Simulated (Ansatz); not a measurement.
Ansatz (a program for electronic structure) input:

Ansatz 0.2 input:
```yaml
crystal:
  periodic: [false, false, false]
  atoms:
    - {symbol: Ga, position_ang: [-0.00000000, -0.00000000, -0.79294171]}
    - {symbol: Cl, position_ang: [0.00000000, 0.00000000, 1.44595253]}
basis:
  gaussian:
    orbitals: def2-TZVPD
hamiltonian:
  xc: {name: wB97X}
total_charge: -1
magnetization: {spin_polarized: true, initial_magnetization: 1}
```

**Question.** Predict the final energy.

**Answer.** -2385.17230 Eh (wB97X/def2-TZVPD). The basis has 100 functions.

This state (charge -1, doublet) is run at the relaxed geometry of the species with charge 0 and multiplicity 1.
